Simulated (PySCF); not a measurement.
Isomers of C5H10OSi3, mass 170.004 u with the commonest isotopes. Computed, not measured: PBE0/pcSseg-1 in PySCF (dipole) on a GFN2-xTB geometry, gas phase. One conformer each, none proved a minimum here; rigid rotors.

Question: Order these by rotational constant C, smallest first.
A. `[CH:1]#[C:2][Si@@H:3]1[CH:4]=[C:5]([CH2:6][SiH3:7])[SiH2:8][O:9]1` with C4–C5–C6–Si7 -94°
B. `CC#C[Si@@H]1C=C[SiH2]O[SiH2]1`
C. `[CH:1]#[C:2][Si@@H:3]([O:4][SiH3:5])[SiH2:6][C:7]#[C:8][CH3:9]` with C2–Si3–O4–Si5 82°, C2–Si3–Si6–C7 -162°

Answer: C (420.6 MHz), B (463.9 MHz), A (514.9 MHz).

Question: Order these by dipole moment, largest first.
A. `CC#C[Si@@H]1C=C[SiH2]O[SiH2]1`
B. `[CH:1]#[C:2][Si@@H:3]([O:4][SiH3:5])[SiH2:6][C:7]#[C:8][CH3:9]` with C2–Si3–O4–Si5 82°, C2–Si3–Si6–C7 -162°
C. `[CH:1]#[C:2][Si@@H:3]1[CH:4]=[C:5]([CH2:6][SiH3:7])[SiH2:8][O:9]1` with C4–C5–C6–Si7 -94°

Answer: A (2.09 D), C (1.86 D), B (1.21 D).

Question: Order these by rotational constant B, largest first.
A. `[CH:1]#[C:2][Si@@H:3]([O:4][SiH3:5])[SiH2:6][C:7]#[C:8][CH3:9]` with C2–Si3–O4–Si5 82°, C2–Si3–Si6–C7 -162°
B. `[CH:1]#[C:2][Si@@H:3]1[CH:4]=[C:5]([CH2:6][SiH3:7])[SiH2:8][O:9]1` with C4–C5–C6–Si7 -94°
C. `CC#C[Si@@H]1C=C[SiH2]O[SiH2]1`

Answer: B (604.9 MHz), A (564.9 MHz), C (532.2 MHz).

| SMILES | point group | Ia (u·Å²) | Ib (u·Å²) | Ic (u·Å²) | κ | μa (D) | μb (D) | μc (D) |
| --- | --- | --- | --- | --- | --- | --- | --- | --- |
| C#C[Si@@H](O[SiH3])[SiH2]C#CC | C1 | 393.05 | 894.68 | 1201.53 | -0.67 | 1.06 | 0.47 | 0.36 |
| C#C[Si@@H]1C=C(C[SiH3])[SiH2]O1 | C1 | 328.97 | 835.45 | 981.42 | -0.82 | 1.43 | 0.96 | 0.71 |
| CC#C[Si@@H]1C=C[SiH2]O[SiH2]1 | C1 | 282.22 | 949.61 | 1089.50 | -0.90 | 1.88 | 0.85 | 0.34 |
